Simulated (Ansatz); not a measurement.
Reactions of `C[O][InH2]`.

Program: Ansatz. Geometries: PBE0-D4/def2-TZVP. ΔE: electronic, gas phase. CBS: MP2 limit from def2 TZ/QZ plus the TZ coupled-cluster correction, frozen cores. This one scheme is used for every species. Functionals use def2-TZVPP. Open shells (•) are unrestricted, without spin–orbit coupling. def2 core potentials past Kr. For In outer-core shells are correlated without core-valence functions, which leaves a few kJ/mol of doubt a bond. Each species was taken in one conformer, which may not be the lowest.

```tsv
reaction	CCSD(T)/CBS(def2) (kJ/mol)
`C[O][InH2]` + `[SiH3]`• → `C[O][InH]`• + SiH₄	-88
`C[O][InH2]` → `[InH3]` + `C=O`	151
`C[O][InH2]` → `[InH2]`• + `C[O]`•	365
`C[O][InH2]` → `[CH2]` (triplet) + `[OH][InH2]`	?
`C[O][InH2]` + `OBF` → `FB[O][InH2]` + CH₃OH	-28
```

(1) Fill in the missing values. (Estimate.)

Largest T1 diagnostic: 0.020, for `C[O][InH]`•.

Answers

(1) Computed: `C[O][InH2]` → `[CH2]` (triplet) + `[OH][InH2]`: +373.8 kJ/mol.
